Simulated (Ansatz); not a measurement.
C$_{2}$H$_{4}$BCl, SMILES `ClB1CC1`, relaxed with RKS PBE0-D4/def2-TZVP in Ansatz from a PBE-D4/def2-SVP geometry. The force threshold is 0.005 eV/Å; the program also tests the step.

The species carries charge 0 and has multiplicity 1.

Start:

```xyz
8

Cl    0.773    2.528   -0.400
B     0.273    0.889   -0.141
C    -0.187   -0.204    0.824
C    -0.026   -0.497   -0.713
H     0.533   -0.687    1.508
H    -1.212   -0.191    1.236
H     0.795   -1.169   -1.020
H    -0.949   -0.670   -1.295
```

```
step  energy (eV)  largest force (eV/Å)  largest move (Å)
   1  -15331.6868                 0.541             0.000
   2  -15331.7168                 0.224             0.020
   3  -15331.7203                 0.180             0.015
   4  -15331.7207                 0.051             0.004
   5  -15331.7208                 0.009             0.002
   6  -15331.7208                 0.000             0.000
```

End:

```xyz
8

Cl    0.768    2.502   -0.396
B     0.270    0.879   -0.139
C    -0.185   -0.201    0.818
C    -0.027   -0.491   -0.708
H     0.525   -0.678    1.487
H    -1.196   -0.193    1.216
H     0.783   -1.152   -1.004
H    -0.938   -0.666   -1.274
```

Run time 7.5 s (4 threads of a server CPU on a shared host); peak host memory 0.34 GiB.
